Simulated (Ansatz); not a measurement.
`CCCCC(=O)OC(C)C`, charge 0, multiplicity 1.

Problem. Give a relaxed structure at PBE0-D4/def2-TZVP (Ansatz 0.2.0). (An estimate is asked.)

Solution. Ansatz gave: 
Z-matrix (Å, degrees):
```
C
C 1 1.518
H 1 1.094 2 111.1
H 1 1.092 2 111.6 3 -120.2
H 1 1.094 2 111.1 3 119.6
C 2 1.520 1 112.6 3 -59.8
H 2 1.096 1 109.9 3 62.3
H 2 1.096 1 109.5 3 178.3
C 6 1.525 2 113.2 1 179.6
H 6 1.095 2 109.4 1 58.4
H 6 1.094 2 109.6 1 -58.1
C 9 1.505 6 113.3 2 60.2
H 9 1.091 6 111.2 2 -60.2
H 9 1.095 6 109.8 2 -179.5
O 12 1.203 9 125.0 6 -124.7
O 12 1.340 9 111.1 6 55.6
C 16 1.442 12 117.2 9 -178.7
C 17 1.513 16 109.5 12 82.5
C 17 1.509 16 106.2 12 -154.9
H 17 1.093 16 107.5 12 -36.4
H 18 1.092 17 110.1 16 179.0
H 18 1.090 17 110.7 16 -61.5
H 18 1.093 17 110.4 16 59.5
H 19 1.091 17 110.9 16 58.7
H 19 1.092 17 110.0 16 178.6
H 19 1.093 17 110.7 16 -61.7
```
This is one stationary point; other conformers may exist.
